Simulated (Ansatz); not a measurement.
Cartesian coordinates in Å:
```
O -0.206 -2.180 0.461
Si -0.382 -0.733 1.197
O 0.509 0.436 0.449
Si 0.665 1.257 -0.924
Cl -0.044 0.124 -2.478
Cl -0.415 2.979 -0.848
H -0.562 -2.288 -0.422
H -1.796 -0.288 1.183
H 0.158 -0.890 2.559
H 2.074 1.584 -1.177
```

Charge 0, multiplicity 1.

Q: List the B3LYP/def2-TZVPP orbital energies in eV (Ansatz 0.2.0). (An estimate is asked.)

A: Ansatz gave: Occupied: -2762.90, -2762.80, -1801.56, -1800.23, -521.22, -520.94, -257.66, -257.57, -196.68, -196.58, -196.55, -196.55, -196.45, -196.45, -145.82, -144.60, -101.19, -101.17, -101.09, -99.96, -99.92, -99.88, -28.21, -27.67, -23.33, -22.73, -16.73, -15.15, -13.51, -12.46, -12.26, -11.79, -11.14, -10.49, -10.32, -9.90, -9.57, -9.39, -9.29, -9.08, -8.90. Lowest empty: 0.05, 0.26, 0.31, 0.68, 1.19, 1.66, 2.05, 2.28.

B3LYP here is the variant with VWN-RPA as its local correlation; programs differ in this.
